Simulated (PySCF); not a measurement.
Task: What does the PBE0-D3(BJ)/def2-SVP structure of `C=CBC#C` look like in three dimensions?

Result: 
```
atom  x, y, z in Å
C1     2.3539   -0.6633    0.4812
C2     1.4615    0.1128    0.1814
B3     0.3527    1.0874   -0.1906
C4    -1.1140    0.6206   -0.3520
C5    -1.4835   -0.6629   -0.1886
H6     3.1489   -1.3383    0.7443
H7     0.6513    2.2482   -0.3587
H8    -1.8902    1.3502   -0.6122
H9    -0.7452   -1.4304    0.0709
H10   -2.5202   -0.9983   -0.3054
```

Orientation and origin are arbitrary. Atoms count from 1 in this order. B3 (three-coordinate boron) is planar (angles 121.5°, 120.6° and 117.9°, sum 360.0°, 0.00 Å off the plane of its three neighbours). The B–C distances run from 1.522 Å (C2–B3, drawn single) to 1.548 Å (B3–C4, drawn single), a spread of 0.026 Å. The 5 heavy atoms lie in one plane (0.003 Å rms). Of the pairs four or more bonds apart, C2···H9 is among the closest relative to their van der Waals radii: 2.70 Å, 93 % of the sum of Bondi's values.

Bonds between heavy atoms (Å): C1≡C2 1.220, C2–B3 1.522, B3–C4 1.548, C4=C5 1.346.

The calculation used PBE0-D3(BJ)/def2-SVP geometry optimisation, gas phase in PySCF 2.14.0.

Point group: Cs (every atom within 0.08 Å of its image). No PBE0-D3(BJ)/def2-SVP frequencies stand behind this structure, so it isn't proved a minimum. The numbers are those of one conformer (C2–B3–C4–C5 -1°).

Time: 19 s wall. Hardware: one thread, Arm Neoverse N1, shared host. These figures are those of the optimisation.
